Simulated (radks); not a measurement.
Fractional charge and spin in the 4s shell of rubidium: the spin-up occupation runs from 0 to 1 and the spin-down occupation from 0 to 1; the fullest corner is Rb+, [Ar] 3d10 4p6 4s(up 1, down 1). All-electron calculation, scalar-relativistic Kohn-Sham, PBE, spin-polarised, spherical densities, finite nucleus; Fermi nuclear charge, rms radius of each element as measured or else 0.836 A^(1/3) + 0.57 fm. Program: a radial shooting solver on a logarithmic mesh with Libxc functionals. Energy (eV) above the fullest corner. The planes named below are the two flat planes that join the four corners, with an edge along up + down = one added electron.

down \ up,0,0.25,0.5,0.75,1
0,102.561,86.619,71.553,57.353,44.008
0.25,86.619,71.629,57.501,44.224,31.789
0.5,71.553,57.501,44.297,31.931,20.390
0.75,57.353,44.224,31.931,20.459,9.798
1,44.008,31.789,20.390,9.798,0.000

Corners above the fullest one (they belong to Rb2+ and the next ion): (up 1, down 0) 44.008 eV, (up 0, down 1) 44.008 eV, (up 0, down 0) 102.56 eV. With half an added electron in each spin the energy lies 0.289 eV from the planes, and with half an added electron in spin up alone -1.731 eV. The planes are only a guide here: the flat-plane condition holds for ground states with one frontier orbital, while this shell lies below other occupied shells, so the corners above the fullest one are inner-hole states and not the ground states of those ions.
